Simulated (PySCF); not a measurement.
Trend along the fifth-period p block: MPb molecules

CCSD(T) with double-zeta basis sets in PySCF, for the lowest determinant that a PBE0 search found; no spin–orbit coupling. De refers to high-spin ground-configuration atoms.

```tsv
M	basis	reference, frozen orbitals	state (unpaired electrons)	Re (Å)	ωe (cm⁻¹)	De (eV)
In	def2-SVP	UHF, 8	quartet (σ ↑, π ↑↑)	2.932	129	1.70
Sn	def2-SVP	UHF, 8	triplet (π ↑↑)	2.865	161	1.83
Sb	def2-SVP	UHF, 8	doublet (π ↑)	2.770	176	1.62
I	def2-SVP	UHF, 8	doublet (π ↑)	2.852	164	2.52
```

The shortest bond is that of SbPb (2.770 Å), the longest that of InPb (2.932 Å).

The state changes along the series, so neighbouring rows are not always alike in their bonding.

Correlated steps freeze 8 core orbitals. Correlated levels converge slowly with the basis: in double zeta they bind strong bonds too weakly, by up to about 1 eV, and carry superposition errors of some tenths. Spin–orbit coupling is left out, which matters for elements this heavy, above all for dissociation energies. States were picked by a PBE0 search and need not be the measured ground states.
